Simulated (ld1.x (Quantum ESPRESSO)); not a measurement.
## S, TM semilocal: configuration errors across variants

- Element: S (Z = 16)
- Generator: ld1.x (Quantum ESPRESSO) 7.5
- Type: norm-conserving Troullier–Martins (semilocal form)
- Functional: LDA (PZ)
- Relativity: scalar-relativistic
- Frozen core: [Ne]
- Valence charge: 6
- Reference configuration: 3s2 3p4
- Partial waves: 3p (bound): rc 1.75 bohr; 3s (bound): rc 1.35 bohr
- Local potential: the s channel
- Core correction: a·sin(br)/r model core inside 0.65 bohr

All-electron excitation energies from the reference (eV): (1) 3s2 3p3 11.863; (2) 3s2 3p2 34.236; (3) 3s2 3p1 68.394; (4) 3s1 3p5 10.240; (5) 3s2 3p0 115.377; (6) 3s1 3p4 22.660; (7) 3s2 3p3.5 4.709; (8) 3s2 3p4 spin -0.706; (9) 3s2 3p3 spin 9.898.

Spin tests fill each open shell by Hund’s rule, majority spin first.

In the semilocal form every listed channel keeps its own potential, so the choice of the local channel does not act on these tests. It acts once the file is put into the separable form.

A semilocal file is local in each channel, so a ghost entry of none says nothing of the separable form that plane-wave codes build from it.

3 further variants failed, have other tests or another functional or relativity, and are left out.

Errors AE − PS in meV (a dash: test not solved or not reliable):

| change | (1) | (2) | (3) | (4) | (5) | (6) | (7) | (8) | (9) | bound ghosts |
| --- | --- | --- | --- | --- | --- | --- | --- | --- | --- | --- |
| base | +2.8 | +22 | +77 | 0.0 | +192 | +4.6 | +0.3 | +8.3 | +26 | none |
| wave 3s (bound): rc 1.35 bohr becomes 3s (bound): rc 1.02 bohr | +3.6 | +29 | +104 | -4.5 | +273 | +0.6 | +0.4 | +9.0 | +29 | none |
| core correction a·sin(br)/r model core inside 0.90 bohr | +2.8 | +22 | +78 | +0.1 | +198 | +4.7 | +0.4 | +11 | +35 | none |
| type PAW, which also changes the form from semilocal to separable; waves now 3s (bound): rcut 1.15, rcutus 1.35 bohr; 3s channel at 0.8 Ry: rcut 1.15, rcutus 1.35 bohr; 3p (bound): rcut 1.50, rcutus 1.75 bohr; 3p channel at 3.4 Ry: rcut 1.50, rcutus 1.75 bohr; local potential all-electron potential smoothed inside 1.35 bohr (lloc = -1); augmentation PSQ, inside the norm-conserving radii | -1.5 | -9.1 | -38 | -0.5 | -120 | -2.3 | -0.4 | -0.4 | -3.3 | none |
| all radii but the core radius scaled by about 1.13 (s 1.52, p 1.98 bohr) | +3.2 | +23 | +75 | +0.3 | +175 | +6.2 | +0.4 | +6.6 | +21 | none |
| all radii but the core radius scaled by about 0.87 (s 1.18, p 1.52 bohr) | +3.0 | +24 | +85 | -1.0 | +216 | +3.2 | +0.4 | +8.9 | +28 | none |

(1) Give the same row for: wave 3p (bound): rc 1.75 bohr becomes 3p (bound): rc 1.76 bohr.

Results:

(1) +2.8, +22, +76, +0.2, +187, +5.0, +0.4, +8.0, +25; bound ghosts: none.
